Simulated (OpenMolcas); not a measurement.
# Ge²⁺: effect of the level shift or regulariser

| Quantity | Value |
| --- | --- |
| Program | OpenMolcas 26.06 |
| Basis | ANO-RCC-VDZP [5s4p2d] |
| Scalar Hamiltonian | DKH2, point nucleus |
| Active space | 2 electrons in 4 orbitals (4s 4p) |
| State averaging | 2S+1 = 3 even, 3 roots; 2S+1 = 1 even, 7 roots; 2S+1 = 3 odd, 3 roots; 2S+1 = 1 odd, 3 roots |
| Spin-orbit coupling | state interaction with AMFI integrals over the reference wave functions, term energies averaged over their components |

Methods on the same reference wave functions:
A. CASSCF
B. MS-CASPT2, IPEA 0.25 Eh, imaginary shift 0.1 Eh (closed shells correlated: 3d)
C. MS-CASPT2, IPEA 0.25 Eh, real shift 0.2 Eh (closed shells correlated: 3d)

Energies in cm⁻¹ above 4s² ¹S₀, the measured ground level; measured values from Sugar and Musgrove, J. Phys. Chem. Ref. Data 22, 1213 (1993).

| Level | A | B | C | Measured |
| --- | --- | --- | --- | --- |
| 4s² ¹S₀ | 0.0 | 0.0 | 0.0 | 0.0 |
| 4s 4p ³P°₀ | 58612 | 59515 | 59506 | 61734 |
| 4s 4p ³P°₁ | 59384 | 60286 | 60276 | 62500 |
| 4s 4p ³P°₂ | 60994 | 61898 | 61888 | 64144 |
| 4s 4p ¹P°₁ | 98484 | 97455 | 97458 | 91873 |
| 4p² ³P₀ | 145510 | 146592 | 146583 | 147685 |
| 4p² ³P₁ | 146398 | 147489 | 147480 | 148640 |
| 4p² ³P₂ | 147807 | 148874 | 148866 | 150372 |
| 4p² ¹D₂ | 157599 | 157041 | 157047 | 144975 |
| 4p² ¹S₀ | 179708 | 178761 | 178778 | 174114 |

Deviations, from unrounded energies. A percentage is the sum of absolute deviations over the sum of measured energies, with the sign that they share, or ± where signs differ.

```json
{"Against measurement": "mean absolute deviation (cm-1)", "Levels": "9", "A": "4600", "B": "3600", "C": "3600"}
{"Against measurement": "other configurations (%)", "Levels": "9", "A": "±3.9", "B": "±3.1", "C": "±3.1"}
```

B, C lie about equally close to measurement and A furthest from it. The largest miss of B in the table is 4p² ¹D₂, by +12000 cm-1. The ranking rests on the paired levels alone, and a cruder setting can come out closer through cancelling errors.

Between B and C the level of the table that moves most is 4p² ¹S₀, by 16 cm-1 (lowest in B, highest in C).

The lowest spin-free term lies below A's lowest term by 0.164 hartree in B, 0.164 hartree in C.

The ¹D term of p² mixes with s d, which this space lacks. Computed and measured levels are paired by configuration, term and J; levels that our copy of the source lacks, or whose pairing is in doubt (as where it misses far off the trend of its configuration), stay unpaired and out of the deviations. Only configurations of the active space appear.

° marks odd parity.
